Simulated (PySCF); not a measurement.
# Br+ (bromine, charge +1): MN15 calculation

Configuration: [Ar] 3d10 4s2 4p4, high-spin 3P determinant. All numbers are calculated (PySCF 2.14, scalar relativity by spin-free X2C-1e, in cc-pVDZ-DK (5s4p2d, 27 functions)).

```
Total energy                                                  : -2607.350 hartree
One-electron energy                                           : -3607.012 hartree
Hartree (Coulomb) energy                                      : 1093.923 hartree
Exchange-correlation energy                                   : -94.261 hartree
⟨S²⟩                                                          : 2.0017
⟨L²⟩                                                          : 2.006
Sum of ⟨r⟩                                                    : 22.99 bohr
Sum of ⟨r²⟩                                                   : 31.62 bohr²
Traceless quadrupole moment −½Σ⟨3z² − r²⟩ along its main axis : -1.82 e·bohr²
Langevin diamagnetic susceptibility                           : -25.0 ×10⁻⁶ cm³/mol
Time after the integrals                                      : 0.98 s of wall time on 1 thread of Neoverse-N1 (shared host)
```

| shell | electrons | mean orbital energy (hartree) | spread (hartree) | rms radius, mean of both spins (bohr) |
| --- | --- | --- | --- | --- |
| 1s α | 1 | -489.37881 | 0 | 0.0492 |
| 1s β | 1 | -489.37617 | 0 | 0.0492 |
| 2s α | 1 | -63.54225 | 0 | 0.206 |
| 2s β | 1 | -63.53099 | 0 | 0.206 |
| 2p α | 3 | -56.72055 | 0.00941 | 0.183 |
| 2p β | 3 | -56.71643 | 0.00919 | 0.183 |
| 3s β | 1 | -9.02456 | 0 | 0.597 |
| 3s α | 1 | -9.02396 | 0 | 0.597 |
| 3p α | 3 | -6.87824 | 0.02627 | 0.613 |
| 3p β | 3 | -6.87531 | 0.02281 | 0.613 |
| 3d α | 5 | -3.04800 | 0.02662 | 0.656 |
| 3d β | 5 | -3.04424 | 0.02399 | 0.656 |
| 4s α | 1 | -1.25451 | 0 | 1.77 |
| 4s β | 1 | -1.15019 | 0 | 1.77 |
| 4p α | 3 | -0.75288 | 0.04914 | 2.11 |
| 4p β | 1 | -0.68343 | 0 | 2.11 |

Densities and radii are taken from the X2C orbitals without a picture-change correction, which distorts them close to the nucleus.
